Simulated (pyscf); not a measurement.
Optimised with ωB97X-D3(BJ)/def2-SVP in PySCF.

Problem. PBE/def2-TZVP puts the barrier of F–W(F)(=Se)=Se + H₂Se -> F–W(F)(=Se)(SeH)–SeH (addition across a multiple bond or ene-type step; singlet surface; H–Se broken, H–Se, Se–W formed) at 48.2 kJ/mol and the reaction energy at -15.7 kJ/mol, from the separated reactants. What do r²SCAN/def2-TZVP, M06-2X/def2-TZVP, ωB97M-D3(BJ)/def2-TZVP give on the same structures?

Solution. r²SCAN: ΔE‡ = 46.9 kJ/mol, ΔE = -29.1 kJ/mol; M06-2X: ΔE‡ = 70.7 kJ/mol, ΔE = -23.4 kJ/mol; ωB97M-D3(BJ): ΔE‡ = 73.0 kJ/mol, ΔE = -19.8 kJ/mol. PBE's barrier lies among them. Its reaction energy lies over all of them, by 4.1 to 13.3 kJ/mol. On the reactant side the descent ends in an adduct with a Se–W contact, 67.8 kJ/mol under the separated species and 95.2 kJ/mol under the saddle at ωB97X-D3(BJ)/def2-TZVP. What is counted as formed (Se–W) is already present as a longer contact in the reactant adduct; forming that adduct is a step of its own. At ωB97X-D3(BJ)/def2-TZVP the barrier from the zero used here is 27.4 kJ/mol. One saddle was located; it need not be the lowest between these sides. Elements up to Kr have no core potential and no relativistic terms here. Elements past Kr carry the def2 core potentials, without spin-orbit coupling.
